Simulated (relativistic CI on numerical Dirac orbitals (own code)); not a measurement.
Slater and spin-orbit integrals, Ti16+

These numbers are calculated, not measured: Dirac-Coulomb-Breit CI, separate exchange-only KLI orbitals for each configuration, model QED (radiative potential, 1s self-energy scaled to tabulated hydrogen-like ionisation energies), unscaled Slater integrals (own radial code, finite nucleus).

Slater integrals F^k, G^k are unscaled and averaged over j, outside the closed core 1s2; ζ comes from projecting the Hamiltonian with its Breit term on Σ l·s of the shell.

- 2s²2p²: F^2(2p,2p) = 367640, ζ(2p) = 36468 cm⁻¹; <r>(2p) = 0.2592, <r^2>(2p) = 0.08143 (bohr units).
- 2s2p³: F^2(2p,2p) = 366460, G^1(2s,2p) = 399770, ζ(2p) = 36038 cm⁻¹; <r>(2s) = 0.2996, <r^2>(2s) = 0.1052, <r>(2p) = 0.2601, <r^2>(2p) = 0.08194 (bohr units).
- 2p⁴: F^2(2p,2p) = 364590, ζ(2p) = 35629 cm⁻¹; <r>(2p) = 0.2613, <r^2>(2p) = 0.08274 (bohr units).

Averages of the first 10 configurations, taken without configuration mixing, which lowers the lowest level and can move excited configurations by several eV; other configurations of the list can lie among them:

| Configuration | Parity | States | Average energy above the lowest level (eV) |
| --- | --- | --- | --- |
| 2s²2p² | even | 15 | 13.7 |
| 2s2p³ | odd | 40 | 82.1 |
| 2p⁴ | even | 15 | 166.2 |
| 2p³3s | odd | 40 | 780.3 |
| 2p³3p | even | 120 | 799.9 |
| 2p³3d | odd | 200 | 820.6 |
| 2s²2p3s | odd | 12 | 648.4 |
| 2s²2p3p | even | 36 | 670.3 |
| 2s²2p3d | odd | 60 | 691.4 |
| 2s2p²3s | even | 60 | 706.3 |
